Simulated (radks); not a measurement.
Er3+, configuration [Kr] 4d10 4f11 5s1 5p6 5d1 (not the ground configuration). Method: scalar-relativistic Kohn-Sham, BLYP, spin-polarised, spherical densities, point nucleus; open shells are filled with parallel spins first (spin-orbit coupling, left out, can overturn this in heavy ions); computed with a radial shooting solver on a logarithmic mesh with Libxc functionals.

X-ray form factor f0, the Fourier transform of the density (f0(0) = 65):

sin(theta)/lambda (1/angstrom)  f0 (electrons)
0.05                                    64.357
0.1                                     62.545
0.15                                    59.864
0.2                                     56.677
0.25                                    53.303
0.3                                     49.971
0.4                                     43.891
0.5                                     38.761
0.6                                     34.436
0.8                                     27.552
1                                       22.587
1.25                                    18.566
1.5                                     16.069
2                                       12.574
